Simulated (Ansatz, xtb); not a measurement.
**FH5PSi2: which of two conformers lies lower**

We compare a, `F[SiH2][P][SiH3]`, a doublet, with b, `F[SiH2][P][SiH3]`, a doublet. Both are isolated molecules in the gas phase, relaxed with r2SCAN-D4/def2-SVP.

a (Å):

```xyz
9

F    -1.5296    3.0591   -0.8187
P    -1.8228   -0.1066   -1.1308
Si   -0.7494    1.7054   -0.3642
Si   -0.4604   -1.4672    0.0588
H     0.6286    1.7563   -0.9349
H    -0.6869    1.6969    1.1276
H    -1.2077   -1.9294    1.2681
H     0.7942   -0.7837    0.5114
H    -0.0954   -2.6475   -0.7774
```

b (Å):

```yaml
atoms:
  - { symbol: F, position_ang: [0.3893, -3.0107, -1.1718] }
  - { symbol: P, position_ang: [2.1730, -1.2993, -3.2556] }
  - { symbol: Si, position_ang: [1.0750, -3.1591, -2.6507] }
  - { symbol: Si, position_ang: [1.7043, -0.1491, -1.3626] }
  - { symbol: H, position_ang: [-0.0157, -3.4398, -3.6273] }
  - { symbol: H, position_ang: [2.0236, -4.3077, -2.5942] }
  - { symbol: H, position_ang: [0.2291, 0.0146, -1.1982] }
  - { symbol: H, position_ang: [2.3360, 1.1969, -1.4835] }
  - { symbol: H, position_ang: [2.2668, -0.8493, -0.1696] }
```

**Question.** Which of the two would you expect CCSD(T)/def2-SVP + ΔMP2/def2-TZVPP electronic energies to favour?

**Answer.** Too close to call at this level: CCSD(T)/def2-SVP + ΔMP2/def2-TZVPP gives E(b) − E(a) = +0.79 kcal/mol.

Level by level:

```
                             level            geometry  E(b) − E(a) (kcal/mol)  departure from the last row (kcal/mol)  job, with rough time for the two
                r2SCAN-D4/def2-SVP  r2SCAN-D4/def2-SVP                     −0.94                                   −1.72             optimisation, 3.1 min
                       HF/def2-SVP  r2SCAN-D4/def2-SVP                     −1.55                                   −2.34           part of the CCSD(T) run
                      MP2/def2-SVP  r2SCAN-D4/def2-SVP                     −1.02                                   −1.80           part of the CCSD(T) run
                  CCSD(T)/def2-SVP  r2SCAN-D4/def2-SVP                     −0.94                                   −1.73                      single point
CCSD(T)/def2-SVP + ΔMP2/def2-TZVPP  r2SCAN-D4/def2-SVP                     +0.79                                                        single point, 23 s
```

The largest departure from CCSD(T)/def2-SVP + ΔMP2/def2-TZVPP is that of HF/def2-SVP, 2.34 kcal/mol. Levels run at GFN2-xTB geometries aren't shown. The last row adds to CCSD(T) the change of the MP2 difference between the two basis sets, here +1.73 kcal/mol.

With harmonic frequencies from r2SCAN-D4/def2-SVP (ideal gas, rigid rotor, one conformer each, 600 K, 1 atm): on the last row, ΔE + ΔZPE = +0.91 kcal/mol. A mode under 50 cm⁻¹ makes harmonic enthalpies and free energies unreliable, so none is given.

Open shells are spin-unrestricted. The correlated steps freeze 16 core orbitals. Programs: Ansatz 0.2.0; the last row on 2 threads of Intel(R) Xeon(R) 6975P-C (Granite Rapids) on a shared host.
